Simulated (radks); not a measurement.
All-electron atom: Sn IV in [Kr] 4d10 5s1 (the NIST ground configuration). Calculated with a radial shooting solver on a logarithmic mesh with Libxc functionals: scalar-relativistic Kohn-Sham, SCAN, spin-polarised, spherical densities, finite nucleus; open shells are filled with parallel spins first (spin-orbit coupling, left out, can overturn this in heavy ions); meta-GGA in the generalised Kohn-Sham scheme; Fermi nuclear charge, rms radius 4.6519 fm. Some entries of the table are withheld. Estimate them.

orbital,occ.,eigenvalue (Ry),<r> (bohr),<r^2> (bohr^2)
1s up,1,-2138.561,0.02906,0.001143
1s down,1,-2138.556,0.02906,0.001143
2s up,1,-325.9109,0.1254,0.01855
2s down,1,-325.9093,0.1254,0.01855
2p up,3,-292.5256,0.1096,0.01467
2p down,3,-292.5232,0.1096,0.01467
3s up,1,-65.14925,0.3385,0.1310
3s down,1,-65.14669,0.3385,0.1310
3p up,3,-54.14279,0.3372,0.1320
3p down,3,-54.13945,0.3372,0.1319
3d up,5,-37.26749,(1),0.1175
3d down,5,-37.26414,(2),0.1175
4s up,1,-12.29280,0.8199,0.7599
4s down,1,-12.28701,0.8202,0.7602
4p up,3,-8.95248,0.8860,0.8963
4p down,3,-8.94746,0.8851,0.8935
4d up,5,-4.10349,1.085,1.392
4d down,5,-4.07912,1.073,1.354
5s up,1,(3),(4),4.956

Answer. 
(1) 3d up <r> (bohr): 0.3146
(2) 3d down <r> (bohr): 0.3146
(3) 5s up eigenvalue (Ry): -2.71148
(4) 5s up <r> (bohr): 2.105
